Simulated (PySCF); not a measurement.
A search over the determinants of BiS

Unrestricted PBE0; Bi def2-SVP with ECP60, S def2-SVP; scalar-relativistic core potentials (PySCF 2.14). Outer shells of the fragments: Bi 5d10 6s2 6p3; S 3s2 3p4.

Followed along the bond (rough minima from three points):

```json
{"2Ms+1": "2", "unpaired": "π ↑", "⟨S²⟩ at the start": "0.87", "R at minimum (Å)": "2.33", "Te (eV)": "0.00"}
{"2Ms+1": "4", "unpaired": "π ↑↑↑", "⟨S²⟩ at the start": "3.76", "R at minimum (Å)": "none in the scan", "Te (eV)": "≤ 1.15"}
{"2Ms+1": "2", "unpaired": "π ↑↑↓", "⟨S²⟩ at the start": "1.76", "R at minimum (Å)": "none in the scan", "Te (eV)": "≤ 1.50"}
{"2Ms+1": "6", "unpaired": "σ ↑, π ↑↑↑↑", "⟨S²⟩ at the start": "8.75", "R at minimum (Å)": "none in the scan", "Te (eV)": "≤ 4.46"}
```

Solutions found at the starting distance of 2.445 Å, counted from the lowest of them; the search is not exhaustive and high or unbound solutions are not listed, so other states can lie among these:

| 2Ms+1 | unpaired | term | E (eV) | ⟨S²⟩ | ⟨Lz²⟩ | μ (D) |
| --- | --- | --- | --- | --- | --- | --- |
| 2 | π ↑ | ²Π | 0.00 | 0.87 | 1.01 | -3.45 |
| 4 | π ↑↑↑ | ⁴Π | 1.10 | 3.76 | 1.00 | -1.72 |
| 2 | π ↑↑↓ | mixed | 1.46 | 1.76 | 3.01 | -1.72 |
| 4 | σ ↑, π ↑↑ | ⁴Σ⁻ | 2.29 | 3.76 | 0.00 | -2.76 |
| 2 | π ↑ | mixed | 2.58 | 0.75 | 3.01 | -1.79 |
| 2 | σ ↓, π ↑↑ | mixed | 2.65 | 1.76 | 0.00 | -2.96 |

A term symbol is given only where ⟨S²⟩ and ⟨Lz²⟩ are close to those of a pure state; real π, δ and φ orbitals otherwise mix terms. A positive dipole means Bi(−)S(+).

Spin–orbit coupling is left out, which matters for elements this heavy, above all for dissociation energies. Counting both spins, an empty level lies below a filled one in some of these solutions, because spin and occupation are held.
